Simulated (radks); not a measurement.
Valence configurations of V2+ (all share [Ar]). Method: non-relativistic Kohn-Sham, BLYP, spin-polarised, spherical densities, point nucleus; open shells are filled with parallel spins first; computed with a radial shooting solver on a logarithmic mesh with Libxc functionals. Energies are relative to 3d3; eigenvalues in eV for spin up.

valence          E (eV)  moment (Bohr magnetons)    e(3d)    e(4p)    e(4s)
3d3               0.000                        3  -22.358        -        -
3d2.5 4s0.5       2.470                        3  -24.949        -  -19.281
3d2.5 4p0.5       4.990                        3  -25.461  -14.555        -
3d2 4s1           5.702                        3  -27.706        -  -20.412
3d1.5 4s1 4p0.5  12.524                        3  -31.112  -16.331  -21.797
3d1.5 4s0.5 4p1  15.259                        3  -31.598  -16.586  -22.063
3d1 4s2          15.924                        1  -33.631        -  -21.971
3d1.5 4p1.5      18.001                        3  -32.078  -16.833        -
3d1 4p2          26.223                        3  -35.565  -17.898        -
3d0.5 4s1 4p1.5  29.744                        3  -38.251  -18.499  -24.432

NIST lists [Ar] 3d3 as the ground configuration; this level of theory agrees among the configurations tried. The energies are those of spherical high-spin densities, not of single terms.
